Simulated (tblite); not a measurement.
GaI$_{3}$, charge +1, doublet, geometry from GFN2-xTB (such geometries of metal compounds can be far from the true shape) (a state made from the parent by changing its charge; the spin is typed, not shown lowest); GFN1-xTB (tblite).

Here is a job for tblite.
```
$ tblite run mol.xyz --method gfn1 --charge 1 --spin 1 --etemp 2000 --json tblite.json --no-restart

# file mol.xyz
4

Ga     0.00000000    -0.00000000     0.00000000
I     -2.10028292    -1.45823568    -0.04756430
I      0.01598057     2.25851024    -1.19949077
I      2.08430235    -0.80027456     1.24705507
```

The log (banner, timings and long lists left out):

```
xTB calculator
 | screened Coulomb repulsion
 | Coulomb electrostatics
 |  * isotropic Klopman-Ohno-Mataga-Nishimoto electrostatics
 |  * onsite third-order electrostatics
 | DFT-D3(BJ) dispersion correction

halogen bonding energy    0.0000000000000E+00 Eh
repulsion energy          2.7337493602557E-02 Eh
dispersion energy        -2.4744097592234E-03 Eh
number of electrons       2.3000000000000E+01 e
integral cutoff           4.0000000000000E+01 bohr

------------------------------------------------------------
  cycle        total energy    energy error   density error
------------------------------------------------------------
      1     -12.85162508787  -1.2876488E+01   2.9185180E-01
      2     -12.86993580729  -1.8310719E-02   1.7227441E-01
      3     -12.87018726659  -2.5145930E-04   8.2869388E-02
      4     -12.87223195962  -2.0446930E-03   4.3000288E-03
      5     -12.87225911958  -2.7159955E-05   3.4487187E-04
      6     -12.87225900969   1.0989072E-07   2.7831835E-04
      7     -12.87225912530  -1.1561529E-07   1.7596656E-06
------------------------------------------------------------

electronic energy        -1.2897122209145E+01 Eh
total energy             -1.2872259125302E+01 Eh

Post processing:
 | Mayer-Wiberg bond orders

[Info] JSON dump of results written to 'tblite.json'
```
